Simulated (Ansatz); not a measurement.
Molecule: Cl$_{2}$, net charge -1, doublet state. 
Coordinates optimised at B3LYP-D3(BJ)/def2-TZVP (Ansatz, a quantum-chemistry and plane-wave program):
```
Cl
Cl 1 2.7106
```
Charge -1, spin multiplicity 2.

Basis-set convergence of Hartree-Fock and CCSD(T) correlation energies (hartree) with Ansatz. Correlated levels leave the core frozen unless marked. Open shells are spin-unrestricted. No spin-orbit coupling. No relativistic terms.

```csv
basis,functions,E(HF),"E(corr, CCSD(T))"
def2-SVPD,54,-918.76834,-0.33316
def2-TZVPPD,102,-919.06282,-0.44048
def2-QZVPPD,158,-919.08697,-0.48038
```

Extrapolating the two largest sets (X = 3 and 4) as X^-3: E(corr) = (64·(-0.48038) - 27·(-0.44048))/37 = -0.5095 Eh, an estimate of the basis-set limit. The largest set recovers 94.3 % of it, the smallest 65.4 %.
